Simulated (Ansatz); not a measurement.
`C[CH2][Al]([Cl])[Br]` and `[CH3][Al]([Cl])[Br]` differ in one atom or group.

Ansatz, PBE0-D4/def2-TZVP geometries, multiplicity 1. Each molecule was computed in one conformer, which needn't be the lowest.

Scalar relativity is left out up to krypton.

| property | `C[CH2][Al]([Cl])[Br]` |
| --- | --- |
| size of the dipole moment (PBE/def2-TZVPP) / D | 2.07 |
| HOMO–LUMO gap (PBE0/def2-TZVPP) / eV | 7.23 |
| LUMO energy (PBE0/def2-TZVPP) / eV | -1.00 |
| HOMO energy (PBE0/def2-TZVPP) / eV | -8.23 |
| LUMO energy (PBE/def2-TZVPP) / eV | -1.77 |
| size of the dipole moment (B3LYP/def2-TZVPP) / D | 2.09 |

Problem. What does the change do to each property? (An estimate is asked.)

Solution. Ansatz gave: 
```csv
property,`[CH3][Al]([Cl])[Br]`,shift
size of the dipole moment (PBE/def2-TZVPP) / D,1.93,-0.14
HOMO–LUMO gap (PBE0/def2-TZVPP) / eV,7.52,0.29
LUMO energy (PBE0/def2-TZVPP) / eV,-1.01,-0.01
HOMO energy (PBE0/def2-TZVPP) / eV,-8.53,-0.30
LUMO energy (PBE/def2-TZVPP) / eV,-1.78,-0.01
size of the dipole moment (B3LYP/def2-TZVPP) / D,1.96,-0.13
```

Dipoles are sizes alone; their direction can turn.

B3LYP here is the variant with VWN-RPA as its local correlation; programs differ in this.

Spin–orbit coupling is left out; it splits and shifts lone-pair levels of the heavy atoms by tenths of an eV.
